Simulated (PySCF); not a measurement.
## From computed data to an observable: chemical shift, span and skew from a shielding tensor

3-methylbut-1-ene (C5H10), SMILES C=CC(C)C. Atoms are numbered in the order given.

```xyz
15

C      1.5951    -1.1697     0.2622
C      0.6481    -0.7219    -0.5635
C     -0.6030     0.0251    -0.1915
C     -0.6562     1.3614    -0.9358
C     -0.7874     0.2164     1.3065
H      1.5366    -1.0345     1.3457
H      2.4731    -1.6966    -0.1202
H      0.7753    -0.8915    -1.6411
H     -1.4499    -0.5848    -0.5629
H     -1.6098     1.8797    -0.7503
H     -0.5537     1.2233    -2.0234
H      0.1609     2.0223    -0.6046
H     -1.7368     0.7310     1.5177
H      0.0245     0.8293     1.7307
H     -0.7992    -0.7454     1.8412
```
Charge 0, spin multiplicity 1.

Geometry optimised at PBE0-D3(BJ)/def2-SVP. The values are those of a single conformer.

GIAO shieldings from PBE0/pcSseg-1 in PySCF, non-relativistic, no solvent. The symmetric part of the tensor of C4 has the principal values 145.3, 150.8, 183.9 ppm. The same nucleus in TMS has σ = 186.3 ppm at this level (PySCF, at its B3LYP-D3(BJ)/def2-TZVP geometry).

### Question
Work out the isotropic shielding, the ¹³C shift against TMS, the span and the skew.

### Answer

σ(iso) = (σ11 + σ22 + σ33)/3 = 160.0 ppm. δ = σ(ref) − σ(iso) = 186.3 − (160.0) = 26.3 ppm.
Span Ω = σ33 − σ11 = 38.6 ppm. Skew κ = 3(σ(iso) − σ22)/Ω = 0.72. Tumbling in solution averages the tensor to δ; in a static solid the shielding alone would spread this spin-1/2 line over Ω.
